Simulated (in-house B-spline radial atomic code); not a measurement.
Configurations of the tin ion Sn⁸⁺, with energies counted from [Kr] 4d6. Computed with a B-spline radial code for spherical atoms: scalar-relativistic (X2C) revTPSS, spin-polarised, spherical fractional occupations, Fermi nucleus of rms radius 4.6519 fm. Shells without spins written out take the highest spin.

Occupations are held fixed; configurations that lie above the ionisation limit could autoionise.

```json
{"configuration": "[Kr] 4d5 4f1", "E - E(ref) (eV)": "64.338", "highest orbital": "4f up", "its <r> (bohr)": "1.226"}
{"configuration": "[Ar] 3d10 4s2 4p(3 up, 2 down) 4d(5 up, 2 down)", "E - E(ref) (eV)": "69.051", "highest orbital": "4d down", "its <r> (bohr)": "0.9567"}
{"configuration": "[Ar] 3d10 4s2 4p5 4d6 4f1", "E - E(ref) (eV)": "133.71", "highest orbital": "4f up", "its <r> (bohr)": "1.214"}
{"configuration": "[Ar] 3d10 4s2 4p5 4d6 5d1", "E - E(ref) (eV)": "149.43", "highest orbital": "5d up", "its <r> (bohr)": "2.11"}
{"configuration": "[Ar] 3d(4 up, 5 down) 4s2 4p6 4d(5 up, 2 down)", "E - E(ref) (eV)": "475.22", "highest orbital": "4d down", "its <r> (bohr)": "0.9332"}
{"configuration": "[Ar] 3d9 4s2 4p6 4d6 5s1", "E - E(ref) (eV)": "520.95", "highest orbital": "5s up", "its <r> (bohr)": "1.645"}
{"configuration": "[Ar] 3d9 4s2 4p6 4d6 4f1", "E - E(ref) (eV)": "541.83", "highest orbital": "4f up", "its <r> (bohr)": "1.179"}
```

**Question.** Order these further configurations by energy, lowest first.
A. [Kr] 4d5 5f1
B. [Kr] 4d5 5p1
C. [Kr] 4d5 5s1
D. [Ar] 3d10 4s2 4p(2 up, 3 down) 4d(5 up, 1 down) 5d(0 up, 1 down)
E. [Ar] 3d9 4s2 4p6 4d7

**Answer.** C (42.606 eV), B (57.59 eV), A (101.43 eV), D (155.49 eV), E (474.22 eV).

**Question.** How far above the reference does [Ar] 3d(4 up, 5 down) 4s2 4p6 4d(4 up, 2 down) 5p(1 up, 0 down) lie?

**Answer.** 541.2 eV; its least bound orbital is 5p up with <r> = 1.794 bohr.

**Question.** How far above the reference does [Kr] 4d5 5d1 lie?

**Answer.** 79.539 eV; its least bound orbital is 5d up with <r> = 2.115 bohr.
